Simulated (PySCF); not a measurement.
PySCF 2.14 output of an unrestricted LDA calculation on a single atom or ion in cc-pVDZ-PP with ECP28MDF, with a scalar-relativistic core potential:

```
SCF conv_tol = 1e-09
number electrons alpha = 9  beta = 9
    P. A. M. Dirac.,  Math. Proc. Cambridge Philos. Soc. 26, 376 (1930)
    F. Bloch.,  Z. Phys. 57, 545 (1929)
    S. H. Vosko, L. Wilk, and M. Nusair.,  Can. J. Phys. 58, 1200 (1980)
cycle= 1 E= -146.327628052083  delta_E= 0.0038  |g|= 0.236  |ddm|= 0.264
cycle= 2 E= -146.309909614537  delta_E= 0.0177  |g|= 0.359  |ddm|= 0.483
cycle= 3 E= -146.342432055117  delta_E= -0.0325  |g|= 0.00728  |ddm|=  0.3
cycle= 4 E= -146.342450455145  delta_E= -1.84e-05  |g|= 0.000597  |ddm|= 0.0063
cycle= 5 E= -146.342450545171  delta_E= -9e-08  |g|= 5.02e-06  |ddm|= 0.00047
cycle= 6 E= -146.342450545178  delta_E= -6.39e-12  |g|= 5.61e-10  |ddm|= 4.04e-06
converged SCF energy = -146.342450545178  <S^2> = 0  2S+1 = 1
```

The run itself started from symmetry-adapted Hartree-Fock orbitals and held the occupation by maximum overlap, on a logarithmic radial grid, so the iterations belong to that start.

Question: Which element, charge and spin multiplicity is this?

Answer: Ag⁺ (silver, charge +1), multiplicity 1; the state was [Kr] 4d10, closed-shell 1S.

Energies and moments cover only the electrons outside the core potential.
